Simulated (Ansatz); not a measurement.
Computed with Ansatz on PBE0-D4/def2-TZVP structures; ΔE is electronic, products minus reactants. CCSD(T)/CBS adds triple-zeta CCSD(T) − MP2 to the extrapolated MP2 energy (def2 sets, frozen cores). This one scheme is used for every species. Functionals use def2-TZVPP. B3LYP here is the variant with VWN-RPA as its local correlation; programs differ in this. Each species was taken in one conformer, which may not be the lowest.

Consider the hydrogenolysis of the Si–C bond: `FC[SiH](F)CCl` + H₂ → `FC[SiH2]F` + `CCl`.

CCSD(T)/CBS gives -16.7 kJ/mol.

Another level gave -20.2 kJ/mol. Which?
A. B3LYP/def2-TZVPP
B. r2SCAN-D4/def2-TZVPP
C. PBE0/def2-TZVPP
D. r2SCAN0/def2-TZVPP

D. r2SCAN0 -20.2, r2SCAN-D4 -13.7, PBE0 -25.0, B3LYP -32.1 kJ/mol.

What do rigid-rotor, harmonic-oscillator terms from PBE0-D4/def2-TZVP frequencies (298.15 K, 1 bar) make of the CCSD(T)/CBS value? (An estimate is asked.)

The calculation gave: ΔZPE = +18.3 kJ/mol, ΔH = -3.5 kJ/mol, ΔS = 35 J/(mol·K), ΔG = -14.1 kJ/mol.

Largest T1 diagnostic among the species: 0.011.

From PBE to PBE0 (25 % exact exchange), in def2-TZVPP and without D4, ΔE moves by −3.4 kJ/mol. The D4 term adds +13.8 kJ/mol with B3LYP and +7.7 kJ/mol with PBE0; it sums over pairs of atoms, weighted by their polarisabilities, and B3LYP, whose exchange is more repulsive, gets the larger term. Leaving LDA and LC-ωPBE aside and taking each functional with its dispersion term where it has one, the values, not all of them listed here, spread over 16.4 kJ/mol, from B2PLYP to revPBE-D4. LDA lies +11.0 kJ/mol from PBE without D4.
